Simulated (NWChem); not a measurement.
Molecule: KCl; SMILES [K][Cl]

Program: NWChem. Pople sets run with spherical d functions. Structure relaxed at the PBE0-D3(BJ)/def2-TZVP level. Static field.

### Question
Taking CAM-B3LYP/def2-TZVPD as the yardstick, which of these has the fewest basis functions while keeping “isotropic polarisability (bohr³)” within 2 % of it: CAM-B3LYP/def2-SVPD; CAM-B3LYP/def2-TZVP; CAM-B3LYP/6-31+G*; CAM-B3LYP/Sadlej pVTZ; CAM-B3LYP/6-31G*; CAM-B3LYP/def2-SVP?

### Answer
CAM-B3LYP/Sadlej pVTZ.
```json
[
 {"level": "CAM-B3LYP/6-31G*", "basis functions": "40", "isotropic polarisability (bohr³)": "24.6", "relative time (rough)": "2"},
 {"level": "CAM-B3LYP/def2-SVP", "basis functions": "42", "isotropic polarisability (bohr³)": "26.3", "relative time (rough)": "1"},
 {"level": "CAM-B3LYP/6-31+G*", "basis functions": "48", "isotropic polarisability (bohr³)": "25.8", "relative time (rough)": "2"},
 {"level": "CAM-B3LYP/def2-SVPD", "basis functions": "54", "isotropic polarisability (bohr³)": "34.0", "relative time (rough)": "2"},
 {"level": "CAM-B3LYP/def2-TZVP", "basis functions": "70", "isotropic polarisability (bohr³)": "29.2", "relative time (rough)": "6"},
 {"level": "CAM-B3LYP/Sadlej pVTZ", "basis functions": "72", "isotropic polarisability (bohr³)": "35.0", "relative time (rough)": "10"},
 {"level": "CAM-B3LYP/def2-TZVPD", "basis functions": "82", "isotropic polarisability (bohr³)": "35.6", "relative time (rough)": "10"}
]
```

The yardstick is one finite set, not the basis-set limit.
